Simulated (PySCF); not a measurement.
Computed with B3LYP-D3(BJ)/def2-TZVP // BP86-D3(BJ)/def2-SVP run with PySCF. All species are isolated molecules in the gas phase. One relaxed conformer stands for a flexible species; it need not be the lowest. B3LYP has the VWN-RPA correlation part, as in Gaussian. 

Reference species: [Zn(OH)2] (neutral, multiplicity 1).

HOMO: -8.16 eV
coordination number: 2
HOMO–LUMO gap: 6.64 eV

Changed species: [Zn(Br)2] (2 of 2 OH replaced by Br; the reference has 0 of 2 OH replaced by Br).

Task: What does the change do to the HOMO, coordination number and HOMO–LUMO gap?

Result: the HOMO falls by 0.14 eV, to -8.30 eV; the coordination number hardly moves; the HOMO–LUMO gap falls by 0.51 eV, to 6.13 eV.
